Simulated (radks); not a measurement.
Task: Coulomb parameter of the 4d shell of the palladium ion Pd2+ in the model configuration [Kr] 4d6.5 5s1.5, as a second difference U = [E(n + 0.5) + E(n - 0.5) - 2 E(n)] / (0.5)^2 with all orbitals relaxed. "Bare": the charge of the atom changes with n. "Screened": the 5s shell takes up the change at fixed total charge, which measures U(4d,4d) + U(5s,5s) - 2 U(4d,5s). All-electron calculation, scalar-relativistic Kohn-Sham, PBE, spin-unpolarised, spherical densities, finite nucleus; Fermi nuclear charge, rms radius 4.5318 fm. Program: a radial shooting solver on a logarithmic mesh with Libxc functionals. Estimate both.

Result: U(bare) = 14.197 eV, U(screened by 5s) = 2.329 eV, against the Slater integral F0(4d,4d) = 18.858 eV with frozen orbitals.
